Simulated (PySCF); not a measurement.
**He: script and output**

Input:

```python
from pyscf import gto, scf, cc

mol = gto.M(
    atom='He 0 0 0',
    basis='6-311g**',
    charge=0,
    spin=0,
    verbose=4,
)
mf = scf.RHF(mol)
mf.kernel()
mycc = cc.CCSD(mf)
mycc.kernel()
e = mycc.eaccsd(nroots=5)[0]
print('roots (eV) =', (e*27.211386).round(3))
mf.dip_moment()
print('orbital energies (hartree):', mf.mo_energy[..., max(0, mol.nelec[1]-3):mol.nelec[0]+3].round(4))
```

```bash
$ OMP_NUM_THREADS=1 python input.py
```

The log (some set-up lines and the per-cycle HOMO/LUMO lines with their warnings removed):

```
PySCF version 2.14.0

[INPUT] verbose = 4
[INPUT] num. atoms = 1
[INPUT] num. electrons = 2
[INPUT] charge = 0
[INPUT] spin (= nelec alpha-beta = 2S) = 0
[INPUT] symmetry False subgroup None
[INPUT] Mole.unit = angstrom
[INPUT] Symbol           X                Y                Z      unit          X                Y                Z       unit  Magmom
[INPUT]  1 He     0.000000000000   0.000000000000   0.000000000000 AA    0.000000000000   0.000000000000   0.000000000000 Bohr   0.0

nuclear repulsion = 0
number of shells = 4
number of NR pGTOs = 8
number of NR cGTOs = 6
basis = 6-311g**
ecp = {}

******** <class 'pyscf.scf.hf.RHF'> ********
method = RHF
initial guess = minao
damping factor = 0
level_shift factor = 0
DIIS = <class 'pyscf.scf.diis.CDIIS'>
diis_start_cycle = 1
diis_space = 8
diis_damp = 0
SCF conv_tol = 1e-09
SCF conv_tol_grad = None
SCF max_cycles = 50
direct_scf = True
direct_scf_tol = 1e-13
Set gradient conv threshold to 3.16228e-05
Initial guess from minao.
init E= -2.85934799297801
cycle= 1 E= -2.85989288847671  delta_E= -0.000545  |g|= 0.00433  |ddm|= 0.0209
cycle= 2 E= -2.8598953713739  delta_E= -2.48e-06  |g|= 0.000558  |ddm|= 0.00296
cycle= 3 E= -2.85989542453389  delta_E= -5.32e-08  |g|= 1.09e-05  |ddm|= 0.000504
cycle= 4 E= -2.85989542456921  delta_E= -3.53e-11  |g|= 1.84e-09  |ddm|= 1.31e-05
Extra cycle  E= -2.85989542456921  delta_E=    0  |g|= 2.3e-10  |ddm|= 1.65e-09
converged SCF energy = -2.85989542456921

******** <class 'pyscf.cc.ccsd.CCSD'> ********
CC2 = 0
CCSD nocc = 1, nmo = 6
max_cycle = 50
direct = 0
conv_tol = 1e-07
conv_tol_normt = 1e-05
diis_space = 6
diis_start_cycle = 0
diis_start_energy_diff = 1e+09
Init t2, MP2 energy = -2.88457791207981  E_corr(MP2) -0.0246824875106069
Init E_corr(CCSD) = -0.0246824875106069
cycle = 1  E_corr(CCSD) = -0.0293884529287585  dE = -0.00470596542  norm(t1,t2) = 0.0144927
cycle = 2  E_corr(CCSD) = -0.0303687724331819  dE = -0.000980319504  norm(t1,t2) = 0.00367507
cycle = 3  E_corr(CCSD) = -0.0306834886252955  dE = -0.000314716192  norm(t1,t2) = 0.00107926
cycle = 4  E_corr(CCSD) = -0.0306756781580016  dE = 7.81046729e-06  norm(t1,t2) = 8.22891e-05
cycle = 5  E_corr(CCSD) = -0.0306757045305207  dE = -2.63725192e-08  norm(t1,t2) = 1.96883e-06
CCSD converged
E(CCSD) = -2.890571129099729  E_corr = -0.03067570453052075

******** <class 'pyscf.cc.eom_rccsd.EOMEA'> ********
max_space = 20
max_cycle = 50
conv_tol = 1e-07
partition = None
EOM-CCSD root 0 E = 0.8223030953418888  qpwt = 0.989249  conv = True
EOM-CCSD root 1 E = 1.474547921169312  qpwt = 0.988557  conv = True
EOM-CCSD root 2 E = 1.474547921169312  qpwt = 0.988557  conv = True
EOM-CCSD root 3 E = 1.474547921169313  qpwt = 0.988557  conv = True
EOM-CCSD root 4 E = 1.939628586316585  qpwt = 0.0118898  conv = True
roots (eV) = [22.376 40.124 40.124 40.124 52.78 ]
Dipole moment(X, Y, Z, Debye):  0.00000,  0.00000,  0.00000
orbital energies (hartree): [-0.9169  0.8294  1.5029  1.5029]
```

In short: E(SCF) = -2.859895 Eh, 4 cycles, E(CCSD) − E(SCF) = -0.03068 Eh, attachment roots 22.376, 40.124, 40.124, 40.124, 52.780 eV.

It ran on AMD EPYC 9R45 96-Core (1 thread, shared host) in 0.38 s, peak memory 0.11 GiB.

Positive EA roots mean that the added electron is unbound.
